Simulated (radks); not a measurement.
Radial electron density D(r) = 4 pi r^2 rho(r) of an atom or ion with 20 electrons. Method: non-relativistic Kohn-Sham, LDA (Slater exchange, Perdew-Wang correlation), spin-unpolarised, spherical densities, point nucleus; computed with a radial shooting solver on a logarithmic mesh with Libxc functionals.

```
   r/bohr * D(r) (the largest magnitude, 73.1, reaches the edge; | marks zero)
 0.002148 |  *
 0.002731 |   *
 0.003472 |     *
 0.004449 |        *
 0.005656 |             *
  0.00719 |                  *
  0.00914 |                         *
  0.01162 |                                *
  0.01477 |                                      *
  0.01878 |                                           *
  0.02387 |                                            *
  0.03035 |                                          *
  0.03858 |                                       *
  0.04943 |                                       *
  0.06284 |                                             *
  0.07989 |                                                     *
   0.1016 |                                                      *
   0.1291 |                                            *
   0.1641 |                             *
   0.2086 |                        *
   0.2652 |                           *
   0.3372 |                         *
   0.4286 |              *
   0.5449 |   *
   0.6983 |*
   0.8877 *
    1.128 *
```

What is the nuclear charge?

Answer. Z = 48. The innermost maximum, from 1s, lies near 1/Z = 0.0208 bohr (found: 0.0231), and its height grows with Z. The density is that of the cadmium ion Cd28+ in [Ar] 3d2; the configuration itself is not fixed sharply by these data, and Z only to a few units. D(r) has 3 maxima, at r = 0.0231, 0.0930, 0.287 bohr, and minima at 0.0438, 0.204 bohr, inside which lie 2.02, 10.77 electrons.
